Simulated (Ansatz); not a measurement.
Start from `O[Si]([SiH3])(Cl)Cl` and change one atom or group to get `O[Si]([SiH3])([SiH3])Cl`.

Ansatz, PBE0-D4/def2-TZVP geometries, multiplicity 1. Each molecule was computed in one conformer, which needn't be the lowest.

```csv
property,`O[Si]([SiH3])(Cl)Cl`
HOMO–LUMO gap (B3LYP/def2-TZVPP) / eV,7.86
zero-point energy (PBE0-D4/def2-TZVP) / kJ/mol,113.1
HOMO energy (PBE0/def2-TZVPP) / eV,-8.54
LUMO energy (ωB97M-V/def2-TZVPP) / eV,1.52
HOMO–LUMO gap (PBE/def2-TZVPP) / eV,6.18
HOMO energy (ωB97M-V/def2-TZVPP) / eV,-10.57
```

(1) Give the same properties after the change, and the shifts. (Estimate.)

Results:

(1) Ansatz gave: 
```json
{"property": "HOMO–LUMO gap (B3LYP/def2-TZVPP) / eV", "`O[Si]([SiH3])([SiH3])Cl`": "6.38", "shift": "-1.48"}
{"property": "zero-point energy (PBE0-D4/def2-TZVP) / kJ/mol", "`O[Si]([SiH3])([SiH3])Cl`": "173.8", "shift": "60.7"}
{"property": "HOMO energy (PBE0/def2-TZVPP) / eV", "`O[Si]([SiH3])([SiH3])Cl`": "-7.56", "shift": "0.98"}
{"property": "LUMO energy (ωB97M-V/def2-TZVPP) / eV", "`O[Si]([SiH3])([SiH3])Cl`": "0.90", "shift": "-0.62"}
{"property": "HOMO–LUMO gap (PBE/def2-TZVPP) / eV", "`O[Si]([SiH3])([SiH3])Cl`": "4.80", "shift": "-1.38"}
{"property": "HOMO energy (ωB97M-V/def2-TZVPP) / eV", "`O[Si]([SiH3])([SiH3])Cl`": "-9.52", "shift": "1.05"}
```

With PBE0 the HOMO rises by 0.98 eV and the LUMO falls by 0.54 eV, so the gap narrows by about 1.52 eV. PBE moves the HOMO by 0.89 eV and ωB97M-V by 1.05 eV. The zero-point energy changes by 60.7 kJ/mol with +9 modes.

B3LYP here is the variant with VWN-RPA as its local correlation; programs differ in this.
